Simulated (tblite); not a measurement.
Input of a run (GFN2-xTB geometry optimisation, gas phase (tblite 0.8.0)), started from a force field or distance geometry:
```
{"job": {"kind": "relax", "xc": "GFN2-xTB", "basis": "xTB"}, "charge": 0, "multiplicity": 1}
O     -3.450800     1.457200    -1.182100
P     -2.871400     0.099300    -0.972100
C     -2.640800    -0.557300     0.618300
C     -1.535000    -0.178600     0.027900
C     -0.125100    -0.052100     0.105400
C      0.567000     0.583400    -0.938700
C      1.963300     0.713600    -0.883800
C      2.673000     0.207900     0.214200
C      1.986600    -0.431300     1.247000
C      0.587200    -0.554700     1.194400
H     -3.032100    -0.964500    -1.883500
H     -3.010400    -0.969600     1.532600
H      0.038600     1.000300    -1.781600
H      2.499000     1.209300    -1.688400
H      3.744900     0.312700     0.256400
H      2.525200    -0.819800     2.111600
H      0.073900    -1.043900     2.012300
```

Output (eV, eV/Å):
```
step      E/eV     max force
  0    -740.06115    4.547
  1    -740.09314    4.120
  2    -740.31556    0.620
  3    -740.33578    0.612
  4    -740.35831    0.473
  5    -740.37989    0.327
  6    -740.39297    0.305
  7    -740.40201    0.221
  8    -740.40602    0.218
  9    -740.40923    0.162
 10    -740.41226    0.162
 11    -740.41476    0.122
 12    -740.41643    0.092
 13    -740.41752    0.071
 14    -740.41820    0.068
 15    -740.41861    0.067
 16    -740.41892    0.050
 17    -740.41921    0.044
 18    -740.41952    0.043
 19    -740.41981    0.046
 20    -740.42005    0.039
 21    -740.42025    0.047
 22    -740.42048    0.049
 23    -740.42080    0.061
 24    -740.42124    0.062
 25    -740.42176    0.061
 26    -740.42226    0.051
 27    -740.42267    0.045
 28    -740.42304    0.047
 29    -740.42344    0.061
 30    -740.42386    0.056
 31    -740.42423    0.059
 32    -740.42454    0.053
 33    -740.42480    0.047
 34    -740.42507    0.052
 35    -740.42535    0.057
 36    -740.42561    0.048
 37    -740.42579    0.031
 38    -740.42590    0.032
 39    -740.42597    0.027
 40    -740.42603    0.025
 41    -740.42606    0.017
 42    -740.42608    0.010
```

Problem. Summarise the run.

Solution. The energy falls by 35.2 kJ/mol over 42 L-BFGS steps, the largest force on an atom goes from 4.55 to 0.010 eV/Å, and the atoms move by 0.099 Å rms after alignment. The bond that changes most is P2–C4 (phosphoryl phosphorus to fully substituted alkene carbon), which lengthens by 0.095 Å. Bonds longer at the end by more than 0.005 Å: 4 of 18; shorter: 9. Among the angles that change most is O1–P2–H11, from 123.5° to 116.3°. Among the dihedrals that turn most is O1–P2–C3–H12, from 71° to 61°. The energy never rose by more than 1e-5 eV on the way. The first step brought 9 % of the lowering.

Problem. What are the final bond lengths?

Solution. O1=P2 1.464 Å, P2–C3 1.790 Å, C3=C4 1.354 Å, C4–C5 1.429 Å, C5–C6 1.396 Å, C6–C7 1.381 Å, C7–C8 1.386 Å, C8–C9 1.387 Å, C9–C10 1.381 Å, P2–C4 1.787 Å, C5–C10 1.397 Å, P2–H11 1.383 Å, C3–H12 1.070 Å, C6–H13 1.082 Å, C7–H14 1.080 Å, C8–H15 1.080 Å, C9–H16 1.080 Å, C10–H17 1.080 Å. Numbering counts from 1 in the input's order; the species is `O=[P@@H]1C=C1c1ccccc1`.

Its GFN2-xTB frequencies are all real (lowest 44 cm⁻¹). The numbers are those of one conformer. 2 starts were optimised and ended at 0.00 and 0.03 kcal/mol (GFN2-xTB); the lowest of these is shown.

These are computed values.
